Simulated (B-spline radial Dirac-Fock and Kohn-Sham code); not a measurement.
Compton profile of Ba

System: the free barium atom, [Xe] 5d1 6s1 (an excited configuration).

Input file task.json (cfg lists n, l and occupation; rrms is the nuclear radius in fm):

```json
{"items": [{
  "Z": 56,
  "q": 0,
  "cfg": [[1, 0, 2], [2, 0, 2], [2, 1, 6], [3, 0, 2], [3, 1, 6], [3, 2, 10], [4, 0, 2], [4, 1, 6], [4, 2, 10], [5, 0, 2], [5, 1, 6], [5, 2, 1], [6, 0, 1]],
  "A": 138,
  "rrms": 4.8378,
  "do": ["scatter"],
  "s": [0.0, 0.09, 0.11, 0.13, 0.16, 0.2, 0.25, 0.3, 0.37, 0.45, 0.56, 0.68, 0.84, 1.03, 1.26, 1.54, 1.89, 2.32, 2.85, 3.49, 4.28, 5.25, 6.44],
  "pz": [0, 0.1, 0.15, 0.22, 0.32, 0.46, 0.68, 1.0, 1.5, 2.2, 3.2, 4.6, 6.8, 10.0, 15.0, 22.0, 32.0, 46.0, 68.0, 100.0, 150.0],
  "hv_scatter": [1000, 5000, 10000, 20000, 50000, 100000, 200000, 1000000]
}]}
```

Command: `python xray_run.py task.json out`

These are calculated numbers from a radial atomic solver; the model is the impulse approximation on relativistic Hartree-Fock (Dirac-Fock) wave functions, averaged over the configuration. pz is in atomic units of momentum; subshell profiles are per electron, for a selection of subshells; open shells are spread over both j values by their weights.

```csv
pz,J total,J 2p3/2,J 5s1/2,J 5d5/2,J 6s1/2
0,11.55,0.0268,0.666,0.698,2.38
0.1,11.04,0.0268,0.652,0.698,1.90
0.15,10.54,0.0268,0.635,0.696,1.44
0.22,9.833,0.0268,0.601,0.688,0.824
0.32,9.069,0.0268,0.537,0.647,0.285
0.46,8.357,0.0268,0.429,0.527,0.0830
0.68,7.267,0.0268,0.261,0.309,0.0695
1,5.699,0.0268,0.103,0.116,0.0289
1.5,4.279,0.0268,0.0440,0.0216,0.00416
2.2,3.433,0.0268,0.0375,0.00330,0.00298
3.2,2.415,0.0267,0.0110,0.00264,0.000954
4.6,1.486,0.0265,0.00363,0.00114,0.000249
6.8,0.9383,0.0256,0.00204,0.000163,0.000145
10,0.5414,0.0228,0.000318,0.000105,2.19e-05
15,0.2441,0.0161,0.000218,4.71e-05,1.49e-05
22,0.09964,0.00770,3.38e-05,8.34e-06,2.31e-06
32,0.03649,0.00221,8.25e-06,< 1e-6,< 1e-6
46,0.01257,0.000400,6.09e-06,< 1e-6,< 1e-6
68,0.003443,4.10e-05,1.90e-06,< 1e-6,< 1e-6
100,0.0007824,3.31e-06,< 1e-6,< 1e-6,< 1e-6
150,0.0001397,< 1e-6,< 1e-6,< 1e-6,< 1e-6
```

J(0) = 11.55. The 6s1/2 subshell gives the largest part, 21 %.

Mean momentum ⟨p⟩ by subshell (a.u.): 1s1/2 52.7, 2s1/2 18.7, 2p1/2 24.9, 2p3/2 23.4, 3s1/2 9.20, 3p1/2 11.0, 3p3/2 10.5, 3d3/2 12.6, 3d5/2 12.4, 4s1/2 4.50, 4p1/2 5.00, 4p3/2 4.82, 4d3/2 5.05, 4d5/2 4.99, 5s1/2 1.72, 5p1/2 1.76, 5p3/2 1.68, 5d3/2 1.02, 5d5/2 0.997, 6s1/2 0.420.
